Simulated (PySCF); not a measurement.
C4H9FSi, SMILES C/C=C(\F)[SiH2]C. Atoms are numbered in the order given.

```xyz
15

C      2.8793     0.4152     0.0288
C      1.5355     0.1680    -0.5919
C      0.4253    -0.1541     0.0777
F      0.4775    -0.2726     1.4362
Si    -1.2946    -0.4682    -0.6247
C     -2.5243     0.6841     0.1993
H      3.2375     1.4316    -0.2044
H      2.8350     0.3016     1.1204
H      3.6286    -0.2902    -0.3672
H      1.4406     0.2536    -1.6799
H     -1.6729    -1.8890    -0.3655
H     -1.2159    -0.2454    -2.0983
H     -2.2918     1.7347    -0.0351
H     -3.5553     0.4743    -0.1261
H     -2.4746     0.5586     1.2926
```

Geometry optimised at ωB97X-D3(BJ)/def2-SVP. The structure was generated by enumeration; whether it is a known compound was not checked. The values are those of a single conformer.

All values below come from PBE0/pcSseg-1 (PySCF).

GIAO shieldings, no solvent; atoms listed in one row are averaged. δ = σ(ref) − σ: ¹³C against TMS (σ = 186.3 ppm); ¹⁹F against CFCl3 (σ = 167.2 ppm); ²⁹Si against TMS (σ = 352.7 ppm); ¹H against TMS (σ = 31.56 ppm), references at their B3LYP-D3(BJ)/def2-TZVP geometries, non-relativistic.

| nucleus | atoms | count | δ (ppm) |
|---|---|---|---|
| ¹³C | C3 | 1 | 174.0 |
| ¹³C | C2 | 1 | 130.2 |
| ¹³C | C1 | 1 | 14.0 |
| ¹³C | C6 | 1 | -5.4 |
| ¹⁹F | F4 | 1 | -123.6 |
| ²⁹Si | Si5 | 1 | -45.0 |
| ¹H | H10 | 1 | 5.70 |
| ¹H | H11 | 1 | 4.71 |
| ¹H | H12 | 1 | 4.40 |
| ¹H | H7, H8, H9 | 3 | 2.09 |
| ¹H | H13, H14, H15 | 3 | 0.67 |
